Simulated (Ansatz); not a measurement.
Ideal-gas functions of AsGaH₅N (`N[AsH][GaH2]`) at 600 K and 1 bar, from an Ansatz frequency run at PBE0-D4/def2-TZVP.

Molar mass 163.69 g/mol, point group C1 (symmetry number 1), electronic degeneracy 1, moments of inertia 50.077, 267.702, 311.46 u Å². Harmonic wavenumbers (cm⁻¹, unscaled): 109, 165, 179, 257, 373, 438, 571, 624, 721, 732, 826, 992, 1597, 1932, 1962, 2152, 3545, 3639.

Use S(trans) = R[1.5 ln M + 2.5 ln T − 1.1517]; rotational temperatures θ = 24.2544 K / I; S(rot) = R[ln(√π/σ · √(T³/θAθBθC)) + 1.5]; for each mode x = 1.438777 ν̃/T, S = R[x/(eˣ − 1) − ln(1 − e⁻ˣ)] and H = RT x/(eˣ − 1); 1 cm⁻¹ = 0.0119627 kJ/mol; R = 8.31446 J/(mol·K).

**Question.** By hand: the entropy, in J/(mol·K).

**Answer.** Translation 187.0. Rotation: θ = 0.4843, 0.0906, 0.0779 K, giving 120.6. Vibration, mode by mode: 19.49, 16.08, 15.41, 12.47, 9.51, 8.28, 6.32, 5.70, 4.73, 4.63, 3.87, 2.83, 0.89, 0.46, 0.43, 0.30, 0.02, 0.01, in all 111.4. Electronic 0.0. Sum 419.0 J/(mol·K).

**Question.** By hand: H − E and G − E in kJ/mol, counted from the electronic energy.

**Answer.** Zero-point energy ½ × 20814 × 0.0119627 = 124.5; thermal vibration 33.9; translation, rotation and pV give 4 RT = 20.0. H − E = 178.4 kJ/mol, and G − E = 178.4 − 600 × 419.0/1000 = -73.0 kJ/mol.

Vibration gives 27 % of the entropy, 19.5 J/(mol·K) of it from the mode under 150 cm⁻¹: soft modes count most, and the harmonic formula is weakest for them. The sum counts one conformer and one mirror image; others add a mixing term.
